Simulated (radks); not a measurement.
Initial-state core-level shifts of the krypton ion Kr+ when its valence configuration changes from [Ar] 3d10 4s2 4p5. Method: Dirac Kohn-Sham, BLYP, spin-unpolarised, spherical densities, point nucleus; open shells fill j = l - 1/2 first; computed with a radial shooting solver on a logarithmic mesh with Libxc functionals. Shifts are changes of the shell-averaged eigenvalues in eV (positive: less bound).

valence               1s       2s       2p       3p
3d9 4s2 4p6      -16.741  -18.591  -18.461  -13.683
3d10 4s1 4p6      -1.640   -1.602   -1.590   -1.597
3d9.5 4s1.5 4p6   -9.069   -9.960   -9.888   -7.587
